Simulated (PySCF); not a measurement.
AlF4, SMILES [F][Al-]([F])([F])[F], charge -1. Coordinates come from a PBE-D3(BJ)/def2-SVPD optimisation. The isomer is the one that the SMILES or the coordinates give; other isomers of the formula were not compared.

These are PBE-D3(BJ)/def2-SVPD (PySCF 2.14.0) values and carry that method's errors.

Harmonic wavenumbers (cm⁻¹): 181, 181, 281, 281, 281, 578, 751, 751, 751. Rotational constants (GHz): 3.333, 3.333, 3.333; symmetry number 12.

Q: Work out the zero-point energy and the ideal-gas rigid-rotor harmonic-oscillator thermochemistry at 298.15 K and 1 atm.

A: ZPE = ½ Σ hcν = ½ × 4035 cm⁻¹ = 24.14 kJ/mol. H − E(el) = 41.86 kJ/mol. Entropy in J/(mol K): translation 166.55, rotation 90.49, vibration 43.83, total 300.86. G − E(el) = -47.85 kJ/mol. Cp = 84.06 J/(mol K).
